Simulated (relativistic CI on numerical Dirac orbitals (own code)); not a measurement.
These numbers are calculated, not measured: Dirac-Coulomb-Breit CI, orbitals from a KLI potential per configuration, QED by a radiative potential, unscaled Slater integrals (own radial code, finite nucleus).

The strongest absorption lines from the ground level of an ion, among the configurations computed and to levels below about 1300 eV (vacuum wavelength in Å, gf): 13.417 (0.76), 19.863 (0.0099), 19.925 (0.0097), 24.439 (0.88), 24.892 (1.2), 25.226 (0.31), 27.051 (0.0094), 37.637 (0.013).

Which ion is it?
A. Pb⁶¹⁺
B. Pb⁵⁹⁺
C. Fr⁶⁶⁺
D. Pb⁶³⁺

A. Pb⁶¹⁺ has 21 electrons and the ground level 3s2.3p6.3d3 2D_3/2; the strongest line goes to 3s2.3p5.3d4 2F°_5/2. The pattern of lines fixes the number of electrons, and along that sequence the line energies rise steadily with the charge (about as its square where n changes within one kind of shell, about linearly where n is kept but much faster in heavy ions where fine structure, which grows about as Z⁴, sets the gap, and irregularly where shells cross), which fixes Z. Configurations outside the model, such as inner-shell arrays, can give stronger lines. At this charge energies of transitions that change n are usually good to better than 1 %, and those within a shell (Δn = 0) to a few per cent.

LS names give the leading component of a level, which can be under half, so a name can repeat, a term be missing and a line seem to break the LS rules.
